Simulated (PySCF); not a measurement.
# Do core-level shifts follow atomic charges?

C6H9FOSi.
Cartesian coordinates in Å at the PBE0-D3(BJ)/def2-SVP level; atoms count from 1:
```xyz
18
C6H9FOSi angstrom
C      3.9099    0.3762   -0.5467
C      2.4866    0.6395   -0.4717
C      1.2874    0.8488   -0.4032
Si    -0.4952    1.1835   -0.3376
O     -1.1732    0.9270    1.1781
C     -2.1247   -0.1210    1.1873
C     -2.7041   -0.2648   -0.2219
C     -1.5483   -0.1604   -1.2051
F     -0.8372   -1.3542   -1.2111
H      4.4777    1.3051   -0.7109
H      4.2702   -0.0832    0.3869
H      4.1369   -0.3147   -1.3736
H     -0.7635    2.5759   -0.7933
H     -1.6405   -1.0653    1.4946
H     -2.9061    0.1134    1.9274
H     -3.2560   -1.2094   -0.3548
H     -3.4040    0.5659   -0.4188
H     -1.8916    0.0440   -2.2319
```

Binding energies: delta-SCF UKS SCAN, pcX-2 on the ionised atom, pcseg-1 elsewhere, spin-free X2C in PySCF. Charges: PBE0/pcSseg-1 ground-state density, for the ionised atom.

| atom | environment | C 1s (eV) | Mulliken (e) | IAO (e) | Hirshfeld (e) | ESP (e) |
| --- | --- | --- | --- | --- | --- | --- |
| C3 | alkyne carbon | 289.57 | -0.402 | -0.402 | -0.187 | -0.559 |
| C2 | alkyne carbon | 290.44 | -0.091 | +0.030 | -0.008 | +0.304 |
| C7 | ring CH2 carbon | 290.88 | -0.306 | -0.290 | -0.086 | -0.109 |
| C1 | propargylic carbon | 291.73 | -0.188 | -0.432 | -0.088 | -0.523 |
| C6 | sp3 carbon bound to oxygen | 292.08 | +0.096 | -0.049 | +0.003 | -0.030 |
| C8 | sp3 C–F carbon | 292.15 | -0.092 | -0.100 | -0.028 | -0.073 |

Task: Give the correlation coefficient and slope of binding energy on charge for each scheme.

Result: Mulliken: r = 0.73, slope 4.3 eV per e; Hirshfeld: r = 0.67, slope 9.8 eV per e; IAO: r = 0.28, slope 1.5 eV per e; ESP: r = 0.17, slope 0.5 eV per e. Mulliken charges have the highest r, on only 6 points.

Task: The point-charge model writes a binding energy as kq + V + constant, with V the potential of the other atoms' charges at the site. What does it give with the Mulliken charges?

Result: V = Σ 14.40 eV Å × q/r over all other atoms: +3.20 eV at C3, -1.98 eV at C2, +3.82 eV at C7, +3.94 eV at C1, -2.31 eV at C6, +0.36 eV at C8. Fitting binding energy − V to q gives k = 17.9 eV per e and leaves an rms residual of 0.94 eV, against 0.64 eV for the fit on q alone. The model has no term for differences in relaxation between sites.

Spin contamination (⟨S²⟩ against 0.75 for a pure doublet) is marked for C 1s of C2 (0.87), which makes this value less certain. One conformer (not necessarily the lowest) at the PBE0-D3(BJ)/def2-SVP geometry, without solvent, vibrations or thermal averaging.
